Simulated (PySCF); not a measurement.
NICS in isomers of C7H7FO.

Probes without a nucleus sit at each ring's centroid and 1 Å off its mean plane on both sides; NICS is minus the shielding there, NICSzz its component along the normal. Level: GIAO PBE0/pcSseg-1 (PySCF, non-relativistic, gas phase) on the GFN2-xTB geometries, one conformer each. Atom numbers follow the mapped SMILES.

**Question.** Order these rings by mean NICS(1)zz, lowest (most negative) first (ppm).
A. ring C2–C3–C4–C5–C8 in `[CH2:1]=[C:2]1[CH:3]=[CH:4][C:5]([O:6][CH3:7])=[C:8]1[F:9]`
B. ring C3–C4–C5–C7–C9 in `[CH:1]#[C:2][C@@H:3]1[CH2:4][C:5](=[O:6])[C@@H:7]([F:8])[CH2:9]1`
C. ring C3–C4–C5–C6–C7–C8 in `[CH3:1][O:2][c:3]1[cH:4][cH:5][cH:6][cH:7][c:8]1[F:9]`
D. ring C4–C5–C6–C7–O9 in `[CH2:1]=[C:2]([CH3:3])[c:4]1[cH:5][cH:6][c:7]([F:8])[o:9]1`

**Answer.** C (-27.2), D (-20.5), B (-2.9), A (0.6).

```
                     SMILES                                                    ring  NICS(0)  NICS(1)  NICS(1)zz   HOMA  rms pucker (Å)  ring atoms with four or more neighbours
                COc1ccccc1F        6-membered carbocycle; formal bonds all aromatic    -11.2    -11.4      -27.2   0.99            0.00                                        0
           C=C(C)c1ccc(F)o1       5-membered ring with O; formal bonds all aromatic    -11.4     -8.7      -20.5   0.45            0.00                                        0
C#C[C@@H]1CC(=O)[C@@H](F)C1          5-membered carbocycle; formal bonds all single      0.3     -2.6       -2.9      –            0.17                                        4
           C=C1C=CC(OC)=C1F  5-membered carbocycle; formal bonds 2 double, 3 single     -3.0     -2.8        0.6  -0.03            0.00                                        0
```

NICS(0) gives another order. The isotropic NICS(1) gives another order. HOMA uses Krygowski's 1993 parameters; it is left out where a ring has a four-coordinate atom, a triple bond, no multiple bond or a kind of bond without parameters. NICS(1) and NICS(1)zz are means over the two faces.
